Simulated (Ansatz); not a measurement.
Species: PbH3, net charge 0, doublet state. 
Coordinates optimised at B3LYP-D3(BJ)/def2-TZVP (Ansatz, an electronic-structure program):
```xyz
4

Pb     0.0130     0.0124     0.0132
H      1.0098    -1.0347    -1.0522
H     -1.0172     1.0552    -1.0245
H     -1.0595    -1.0408     0.9959
```
Charge 0, spin multiplicity 2.

Basis-set convergence of Hartree-Fock and MP2 correlation energies (hartree) with Ansatz. Valence correlation only, unless marked. Open shells are spin-unrestricted. Spin-orbit coupling is left out. Frozen are the shells of the preceding noble gas and the d and f shells that filled before the atom's block. In def2 rows, elements after Kr have scalar-relativistic effective core potentials.

| basis | functions | E(HF) | E(corr, MP2) |
|---|---|---|---|
| def2-SVPD | 56 | -193.48548 | -0.08459 |
| def2-TZVPPD | 107 | -193.49432 | -0.10150 |
| def2-QZVPPD | 187 | -193.49587 | -0.10799 |

Extrapolating the two largest sets (X = 3 and 4) as X^-3: E(corr) = (64·(-0.10799) - 27·(-0.10150))/37 = -0.1127 Eh, an estimate of the basis-set limit. The largest set recovers 95.8 % of it, the smallest 75.0 %.
